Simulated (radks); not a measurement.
Values are calculated unless marked as measured or tabulated.
Task: The mean radii <r> (bohr) of the occupied orbitals of an atom or ion are listed with their occupations. Code: a radial shooting solver on a logarithmic mesh with Libxc functionals. Model: non-relativistic Kohn-Sham, PBE, spin-polarised, spherical densities, point nucleus.

orbital  occ.      <r>
1s up       1  0.01892
1s down     1  0.01892
2s up       1  0.07965
2s down     1  0.07965
2p up       3  0.06729
2p down     3  0.06729
3s up       1   0.2007
3s down     1   0.2007
3p up       3   0.1911
3p down     3   0.1911
3d up       5   0.1667
3d down     5   0.1667
4s up       1   0.4391
4s down     1   0.4390
4p up       3   0.4422
4p down     3   0.4420
4d up       5   0.4469
4d down     5   0.4466
4f up       7   0.4552
4f down     7   0.4544
5s up       1   0.8942
5s down     1   0.8940
5p up       1   0.9291

Name the element and its charge. Open shells, if any, are filled with parallel spins first.

Result: Z = 80, mercury, charge +17: Hg17+ in [Kr] 4d10 4f14 5s2 5p1. The 1s radius gives Z: for a bare nucleus <r> = 1.5/Z, 0.01875 bohr for Z = 80, and screening makes it slightly larger (0.01892 here). The occupations add up to 63, and the charge is Z minus that.
